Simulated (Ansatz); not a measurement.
Molecule: CdH (charge 0, doublet). SMILES: [CdH]
Coordinates optimised at B3LYP-D3(BJ)/def2-TZVP (Ansatz, a program for electronic structure):
```xyz
2

Cd     0.0000     0.0000    -0.0367
H      0.0000     0.0000     1.7618
```
Charge 0, spin multiplicity 2.

Quantity: atomisation energy, in kcal/mol. Set-up: UHF or UKS for open shells; def2 sets with scalar-relativistic core potentials past Kr; valence correlation only (noble-gas shells and the d and f shells of earlier blocks); atomisation electronic, to ground-state atoms; 6-31G* and kin with 6d, 5d where marked; LANL2DZ with its own core potentials from Na on; spin-orbit terms left out. Ab initio and DFT rows: single points at B3LYP-D3(BJ) geometries (Ansatz).

| level | program | atomisation energy (kcal/mol) |
|---|---|---|
| HF/LANL2DZ | Ansatz | 15.1 |
| PBE/def2-SVP | Ansatz | 16.8 |
| B3LYP/LANL2DZ | Ansatz | 16.9 |
| B3LYP/def2-SVP | Ansatz | 17.2 |
| B3LYP/6-31G* with LANL2DZ past Ar | Ansatz | 16.0 |
| PBE0/6-31G* with LANL2DZ past Ar | Ansatz | 16.7 |
| MP2/LANL2DZ | Ansatz | 11.9 |
| PBE0/def2-TZVPD | Ansatz | 18.3 |
| wB97M-V/def2-TZVPD | Ansatz | 19.7 |
| wB97X-V/def2-TZVPD | Ansatz | 20.0 |

No value to compare with is used here. The 7 habitual levels span 11.9 (MP2/LANL2DZ) to 17.2 kcal/mol (B3LYP/def2-SVP); wB97M-V/def2-TZVPD gives 19.7.

The levels are drawn from those run, B3LYP/6-31G* more often than the rest, none by its result; left out are runs that failed, that the program found above a lower state of the same kind, or whose <S^2> lies over 0.5 above the pure value.
